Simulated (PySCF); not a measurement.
# Relaxation of singlet PbN(OH)

These are results of PBE0 in PySCF with Pb def2-TZVP with ECP60, N def2-TZVP, O def2-TZVP, H def2-TZVP; scalar-relativistic core potentials, no spin–orbit coupling; density-fitted integrals, not measurements. A (50,194) grid was used.

A hand-made linear (heavy-atom frame) start, of Cs symmetry, held to at least that symmetry:

```xyz
4
charge 0 multiplicity 1, angstrom
Pb   -0.0031    0.0000    0.0356
N    -0.0031    0.0000    1.9856
O    -0.0031    0.0000   -2.0344
H     0.7323    0.0000   -2.6515
```

Optimiser trace:
| step | E − E(last) (kJ/mol) | largest gradient (Eh/bohr) |
| --- | --- | --- |
| 0 | 19.67 | 0.03006 |
| 1 | 6.82 | 0.01243 |
| 2 | 1.73 | 0.01125 |
| 3 | 0.27 | 0.00522 |
| 4 | 0.03 | 0.00096 |
| 5 | 0.02 | 0.00024 |
| 6 | 0.01 | 0.00025 |
| 7 | 0.00 | 0.00029 |
| 8 | 0.00 | 0.00008 |

It ends at Cs with O–H 0.964 Å, Pb–N 1.877 Å, Pb–O 2.045 Å; H–O–Pb 110.1°, N–Pb–O 173.8°. A frequency run shows a minimum. Other isomers or separated fragments may lie lower.

With an element this heavy the missing spin–orbit coupling can shift these numbers.

The relaxation took of the order of 50 core-seconds on a shared host.
